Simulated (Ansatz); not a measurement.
Calculated with Ansatz (gas phase, PBE0-D4/def2-TZVP geometries, no zero-point term in ΔE). CCSD(T)/CBS adds triple-zeta CCSD(T) − MP2 to the extrapolated MP2 energy (def2 sets, frozen cores). This one scheme is used for every species. DFT in def2-TZVPP. B3LYP here is the variant with VWN-RPA as its local correlation; programs differ in this. def2 core potentials past Kr. For In outer-core shells are correlated without core-valence functions, which leaves a few kJ/mol of doubt a bond. Each species was taken in one conformer, which may not be the lowest.

Consider the formal exchange of groups at the In–F bond: `O[CH2][In]([F])[F]` + SiH₄ → `O[CH2][In]([F])[SiH3]` + H–F.

`O[CH2][In]([F])[F]`:

```xyz
8

O     1.551   -0.196   -0.486
C     0.630    0.791   -0.157
In   -1.101   -0.237    0.653
F    -0.898   -1.891   -0.420
F    -2.632   -0.397    1.814
H     1.105   -0.903   -0.969
H     0.275    1.372   -1.015
H     1.069    1.461    0.579
```

SiH₄:

```xyz
5

Si    0.000    0.000    0.000
H    -0.160    1.236   -0.807
H     1.132    0.170    0.946
H     0.276   -1.147   -0.901
H    -1.247   -0.259    0.762
```

`O[CH2][In]([F])[SiH3]`:

Cartesian coordinates in Å:
```
O 0.468 2.064 -1.591
C -0.721 1.672 -0.937
In -0.552 -0.054 0.390
F -2.227 -0.140 1.439
Si 1.007 -1.962 1.115
H 0.656 1.442 -2.297
H -1.553 1.511 -1.633
H -1.015 2.500 -0.287
H 1.417 -1.754 2.529
H 0.289 -3.260 1.003
H 2.230 -2.020 0.269
```

H–F:

```xyz
2

F     0.054   -0.294   -0.349
H    -0.054    0.294    0.349
```

```csv
level,ΔE (kJ/mol),difference from CCSD(T)/CBS
PBE-D4,27.8,-0.2
ωB97X-V,36.1,8.1
B2PLYP,38.4,10.4
r2SCAN,39.9,11.9
PBE0,22.3,-5.7
B3LYP,39.7,11.7
HF/def2-TZVPP,40.8,12.8
MP2/def2-TZVPP,26.8,-1.2
CCSD/def2-TZVPP,25.0,-3.0
CCSD(T)/def2-TZVPP,26.2,-1.8
HF/def2-QZVPP,43.2,15.2
MP2/def2-QZVPP,28.6,0.6
SCS-MP2/def2-QZVPP,35.4,7.4
HF/CBS(def2),43.5,15.5
MP2/CBS(def2),28.5,0.5
CCSD/CBS(def2),26.7,-1.3
CCSD(T)/CBS,28.0,0
```

Largest T1 diagnostic among the species: 0.016.

From PBE to PBE0 (25 % exact exchange), in def2-TZVPP and without D4, ΔE moves by −7.8 kJ/mol. The D4 term adds −3.6 kJ/mol with B3LYP and −2.3 kJ/mol with PBE0; it sums over pairs of atoms, weighted by their polarisabilities, and B3LYP, whose exchange is more repulsive, gets the larger term.
